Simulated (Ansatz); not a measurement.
The same ligand exchange along the group O, S, Se.

Program: Ansatz. Geometries: PBE0-D4/def2-TZVP. ΔE: electronic, gas phase. CCSD(T)/CBS is the MP2 limit (def2-TZVPP, def2-QZVPP) plus CCSD(T) − MP2 in def2-TZVPP, frozen cores. This one scheme is used for every species. def2 core potentials past Kr. For I, In, Se outer-core shells are correlated without core-valence functions, which leaves a few kJ/mol of doubt a bond. Scalar relativity is left out up to krypton.

Task: Order these by ΔE at CCSD(T)/CBS, lowest first. (Estimate.)
A. `C[O][InH2]` + HI → `[InH2][I]` + CH₃OH
B. `C[S][InH2]` + HI → `[InH2][I]` + CH₃SH
C. `C[Se][InH2]` + HI → `[InH2][I]` + `C[SeH]`

Result: A (-122.1 kJ/mol), B (-65.8 kJ/mol), C (-42.4 kJ/mol).

Largest T1 diagnostic: 0.017, for `C[O][InH2]`.
